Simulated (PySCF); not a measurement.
## Running PySCF for Cl2Ir⁺

Input:

```python
from pyscf import gto, dft

mol = gto.M(
    atom='Ir 0.193 -0.0006 0; Cl -0.546 0.0017 1.9838; Cl -0.546 0.0017 -1.9838',
    basis='sbkjc',
    ecp={'Ir': 'sbkjc', 'Cl': 'sbkjc'},
    charge=1,
    spin=0,
    verbose=3,
)
mf = dft.RKS(mol, xc='bhandhlyp')
mf.kernel()
mf.mulliken_pop()
mf.dip_moment()
print('orbital energies (hartree):', mf.mo_energy[..., max(0, mol.nelec[1]-3):mol.nelec[0]+3].round(4))
```

```bash
$ OMP_NUM_THREADS=1 python input.py
```

It prints (some set-up lines and the per-cycle HOMO/LUMO lines with their warnings removed):

```
converged SCF energy = -134.007844801984
 ** Mulliken pop  **
pop of  0 Ir 5s           2.01471
pop of  0 Ir 6s           0.78850
pop of  0 Ir 7s           0.01266
pop of  0 Ir 8s           0.03391
pop of  0 Ir 5px          1.97842
pop of  0 Ir 5py          1.97595
pop of  0 Ir 5pz          2.00039
pop of  0 Ir 6px          0.09459
pop of  0 Ir 6py          0.08677
pop of  0 Ir 6pz          0.27446
pop of  0 Ir 7px         -0.01477
pop of  0 Ir 7py         -0.01268
[35 lines left out]
 ** Mulliken atomic charges  **
charge of    0Ir =      0.29868
charge of    1Cl =      0.35066
charge of    2Cl =      0.35066

WARN: System has nonzero charge 1; the dipole moment is origin-dependent.
Location of origin: [0. 0. 0.]

Dipole moment(X, Y, Z, Debye):  0.21437, -0.00066,  0.00000
orbital energies (hartree): [-0.6126 -0.606  -0.5887 -0.4192 -0.3953 -0.2331]
```

In short: E(SCF) = -134.007845 Eh.

Hardware: Arm Neoverse N1, 1 thread, shared host. Wall time 4.4 s, peak memory 0.23 GiB.

The dipole of an ion depends on the origin.
